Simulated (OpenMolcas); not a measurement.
## Potential curves of AsBr: spin-free states

Calculated with OpenMolcas 26.06: state-averaged CASSCF(8,6) over Br 4p, As 4p, XMS-CASPT2 (IPEA 0.25, imaginary shift 0.2 hartree), scalar X2C, ANO-RCC-VTZP, then RASSI spin–orbit state interaction with atomic mean-field integrals. C2 symmetry about the axis (a holds Σ, Δ, Γ; b holds Π, Φ, H; Σ⁺ and Σ⁻ are not told apart); roots by multiplicity and irrep: 3a 5, 1a 7, 3b 6, 1b 2, 5b 2.

XMS-CASPT2 energies in eV from the lowest point. Curves are followed by energy order within each symmetry, so they are adiabatic and may change character at avoided crossings; Σ⁺ and Σ⁻ are counted together.

| R (Å) | (1)3Σ | (1)1Δ | (1)5Π | (1)3Π | (1)1Π |
| --- | --- | --- | --- | --- | --- |
| 2.107 | 0.419 | 1.259 | 7.602 | 4.235 | 4.947 |
| 2.211 | 0.096 | 0.966 | 6.373 | 3.561 | 4.308 |
| 2.315 | 0.000 | 0.909 | 5.443 | 3.129 | 3.890 |
| 2.431 | 0.065 | 1.008 | 4.700 | 2.836 | 3.615 |
| 2.546 | 0.244 | 1.215 | 4.100 | 2.700 | 3.487 |
| 2.708 | 0.586 | 1.596 | 3.551 | 2.669 | 3.470 |
| 2.917 | 1.099 | 2.133 | 3.124 | 2.735 | 3.601 |
| 3.241 | 1.785 | 2.902 | 2.802 | 2.790 | 3.892 |
| 3.704 | 2.413 | 3.604 | 2.657 | 2.690 | 4.057 |

The 5 lowest clean curves are shown; the next is (2)1Σ, from 4.10 eV. Left out for impure symmetry, kinks or missing points, though low: (1)1Σ, (2)3Π. Only roots inside an energy window near the equilibrium distance were included, so the list of states is not complete; labels number the states computed. Each spin and symmetry block has orbitals of its own, averaged over its own roots, so gaps between blocks are less sure than gaps within one and near the minimum can be off by tenths of an eV, in bad cases by more. No Rydberg orbitals are active, so Rydberg states, and σ→σ* states whose orbital the CASSCF left unused, can be missing between those listed. CASPT2 splits the two components of degenerate states numerically, here by up to 169 cm⁻¹. No roots were computed in block 5a (none fell in the window or the block failed), so states of that kind are missing and can lie low or lowest. Points that failed a check (symmetry, reference weights, a jump) are left out.
